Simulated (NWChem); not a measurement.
System: SrBr2; SMILES [Br][Sr][Br]

NWChem input:

```
start job
memory heap 200 mb stack 900 mb global 1100 mb
geometry units angstroms noautoz
  Sr     0.000000     0.000000     0.414466
  Br     2.697580     0.000000    -0.247361
  Br    -2.697580     0.000000    -0.247361
end
basis spherical
  Sr library sto-3g
  Br library sto-3g
end
dft
  xc xpbe96 cpbe96
  iterations 150
  mulliken
end
task dft energy
```

NWChem printed, in part:

```
             Northwest Computational Chemistry Package (NWChem) 7.3.0
             --------------------------------------------------------

 C2V symmetry detected

                             Geometry "geometry" -> ""
                             -------------------------

 Output coordinates in angstroms (scale by  1.889725989 to convert to a.u.)

  No.       Tag          Charge          X              Y              Z
 ---- ---------------- ---------- -------------- -------------- --------------
    1 Sr                  38.0000     0.00000000     0.00000000     0.42896194
    2 Br                  35.0000     2.69758000     0.00000000    -0.23286506
    3 Br                  35.0000    -2.69758000     0.00000000    -0.23286506

 Effective nuclear repulsion energy (a.u.)     626.9286757394

      Symmetry information
      --------------------

 Group name             C2v
 Group number             16
 Group order               4
 No. of unique centers     2

  pbe96 is a nonlocal functional; adding pw91lda local functional.

                                 NWChem DFT Module
                                 -----------------

 Summary of "ao basis" -> "ao basis" (spherical)
 ------------------------------------------------------------------------------
       Tag                 Description            Shells   Functions and Types
 ---------------- ------------------------------  ------  ---------------------
 Sr                          sto-3g                 10       22   5s4p1d
 Br                          sto-3g                  8       18   4s3p1d

      Symmetry analysis of basis
      --------------------------

        a1         24
        a2          6
        b1         18
        b2         10

            General Information
            -------------------
          SCF calculation type: DFT
          Wavefunction type:  closed shell.
          No. of atoms     :     3
          No. of electrons :   108
           Alpha electrons :    54
            Beta electrons :    54
          Charge           :     0
          Spin multiplicity:     1
          Use of symmetry is: on ; symmetry adaption is: on
          Maximum number of iterations: 150
          AO basis - number of functions:    58
                     number of shells:    26
          Convergence on energy requested:  1.00D-06
          Convergence on density requested:  1.00D-05
          Convergence on gradient requested:  5.00D-04

              XC Information
              --------------
          PerdewBurkeErnzerhof Exchange Functional  1.000
            Perdew 1991 LDA Correlation Functional  1.000 local
           PerdewBurkeErnz. Correlation Functional  1.000 non-local

             Grid Information
             ----------------
          Grid used for XC integration:  medium
          Radial quadrature: Mura-Knowles
          Angular quadrature: Lebedev.
          Tag              B.-S. Rad. Rad. Pts. Rad. Cut. Ang. Pts.
          ---              ---------- --------- --------- ---------
          Sr                  2.00      123           8.0       590
          Br                  1.15      112          12.0       590
          Grid pruning is: on
          Number of quadrature shells:   235
          Spatial weights used:  Erf1

      Superposition of Atomic Density Guess
      -------------------------------------

 Sum of atomic energies:       -8188.40786726

      Non-variational initial energy
      ------------------------------

 Total energy =   -8188.303784
 1-e energy   =  -12688.394887
 2-e energy   =    3873.162427
 HOMO         =      -0.274564
 LUMO         =       0.085667

      Symmetry analysis of molecular orbitals - initial
      -------------------------------------------------

  Numbering of irreducible representations:

     1 a1          2 a2          3 b1          4 b2

  Orbital symmetries:

     1 a1          2 b1          3 a1          4 a1          5 b1
     6 a1          7 b2          8 b1          9 a1         10 b1
    11 a1         12 b2         13 a1         14 b1         15 a2
    16 a1         17 b1         18 a1         19 b2         20 a1
    21 b1         22 b1         23 a1         24 b2         25 a1
    26 b1         27 a2         28 a1         29 b1         30 a2
    31 a1         32 b2         33 b1         34 a1         35 b2
    36 a1         37 b1         38 a2         39 a1         40 a2
    41 b2         42 b1         43 a1         44 b1         45 a1
    46 b2         47 a1         48 b1         49 a1         50 b1
    51 b2         52 a1         53 b1         54 a2         55 a1
    56 b2         57 a1         58 b1

     ---------------------------------------------
      Total Density - Mulliken Population Analysis
     ---------------------------------------------

    Atom       Charge   Shell Charges
 -----------   ------   -------------------------------------------------------
    1 Sr  38    36.56   2.00  2.00  6.00  2.00  5.97  2.00  5.29  0.40  0.91 10.00
    2 Br  35    35.72   2.00  2.00  6.00  2.00  6.00  1.98  5.75 10.00
    3 Br  35    35.72   2.00  2.00  6.00  2.00  6.00  1.98  5.75 10.00

   convergence    iter        energy       DeltaE   RMS-Dens  Diis-err
 ---------------- ----- ----------------- --------- --------- ---------
 d= 0,ls=0.0,diis     1  -8191.3006308788 -8.82D+03  5.31D-02  3.04D-01
 d= 0,ls=0.0,diis     2  -8191.1823080932  1.18D-01  3.76D-02  5.91D-01
 d= 0,ls=0.0,diis     3  -8191.3722181223 -1.90D-01  5.12D-03  8.09D-03
 d= 0,ls=0.0,diis     4  -8191.3755471923 -3.33D-03  2.90D-04  7.86D-05
 d= 0,ls=0.0,diis     5  -8191.3755691048 -2.19D-05  7.41D-05  1.65D-06
 d= 0,ls=0.0,diis     6  -8191.3755699163 -8.11D-07  2.35D-06  1.91D-09

         Total DFT energy =    -8191.375569916280
      One electron energy =   -12692.426717518860
           Coulomb energy =     4160.982445227454
    Exchange-Corr. energy =     -286.859973364297
 Nuclear repulsion energy =      626.928675739423

 Numeric. integr. density =      108.000001888215

                  Occupations of the irreducible representations
                  ----------------------------------------------

                     irrep           alpha         beta
                     --------     --------     --------
                     a1               22.0         22.0
                     a2                6.0          6.0
                     b1               17.0         17.0
                     b2                9.0          9.0

                       DFT Final Molecular Orbital Analysis
                       ------------------------------------

 Vector   52  Occ=2.000000D+00  E=-8.202532D-02  Symmetry=a1
              MO Center=  3.9D-14,  3.8D-16, -2.0D-01, r^2= 8.1D+00
   Bfn.  Coefficient  Atom+Function         Bfn.  Coefficient  Atom+Function
  ----- ------------  ---------------      ----- ------------  ---------------
    35      0.675846  2 Br pz                53      0.675846  3 Br pz
    31     -0.210368  2 Br pz                49     -0.210368  3 Br pz
    17      0.201042  1 Sr pz                33      0.178576  2 Br px
    51     -0.178576  3 Br px                13     -0.168726  1 Sr pz
    27      0.070394  2 Br pz                45      0.070394  3 Br pz

 Vector   53  Occ=2.000000D+00  E=-7.519465D-02  Symmetry=b1
              MO Center= -3.9D-14,  8.7D-14, -2.3D-01, r^2= 8.4D+00
   Bfn.  Coefficient  Atom+Function         Bfn.  Coefficient  Atom+Function
  ----- ------------  ---------------      ----- ------------  ---------------
    35      0.685881  2 Br pz                53     -0.685881  3 Br pz
    33      0.235890  2 Br px                51      0.235890  3 Br px
    31     -0.212771  2 Br pz                49      0.212771  3 Br pz
    29     -0.072766  2 Br px                47     -0.072766  3 Br px
    27      0.071192  2 Br pz                45     -0.071192  3 Br pz

 Vector   54  Occ=2.000000D+00  E=-7.516777D-02  Symmetry=a2
              MO Center= -4.2D-14, -8.8D-14, -2.3D-01, r^2= 8.4D+00
   Bfn.  Coefficient  Atom+Function         Bfn.  Coefficient  Atom+Function
  ----- ------------  ---------------      ----- ------------  ---------------
    34      0.725300  2 Br py                52     -0.725300  3 Br py
    30     -0.224882  2 Br py                48      0.224882  3 Br py
    26      0.075244  2 Br py                44     -0.075244  3 Br py

 Vector   55  Occ=0.000000D+00  E= 3.798978D-02  Symmetry=a1
              MO Center= -8.3D-16,  3.6D-17,  7.2D-01, r^2= 4.6D+00
   Bfn.  Coefficient  Atom+Function         Bfn.  Coefficient  Atom+Function
  ----- ------------  ---------------      ----- ------------  ---------------
    14      1.043375  1 Sr s                 10     -0.504908  1 Sr s
    33      0.439005  2 Br px                51     -0.439005  3 Br px
    17      0.308296  1 Sr pz                13     -0.242726  1 Sr pz
    35     -0.196858  2 Br pz                53     -0.196858  3 Br pz
     6      0.171136  1 Sr s                 32     -0.157291  2 Br s

 Vector   56  Occ=0.000000D+00  E= 1.547992D-01  Symmetry=b2
              MO Center=  1.9D-17,  2.2D-17,  4.0D-01, r^2= 3.3D+00
   Bfn.  Coefficient  Atom+Function         Bfn.  Coefficient  Atom+Function
  ----- ------------  ---------------      ----- ------------  ---------------
    16      1.129066  1 Sr py                12     -0.762446  1 Sr py
     8      0.255693  1 Sr py                34     -0.212990  2 Br py
    52     -0.212990  3 Br py                 4     -0.086927  1 Sr py
    30      0.059980  2 Br py                48      0.059980  3 Br py

[...]
```

Level: PBE/STO-3G, non-relativistic. Geometry: optimised at PBE-D3(BJ)/def2-SVP (def2 core potentials past Kr).
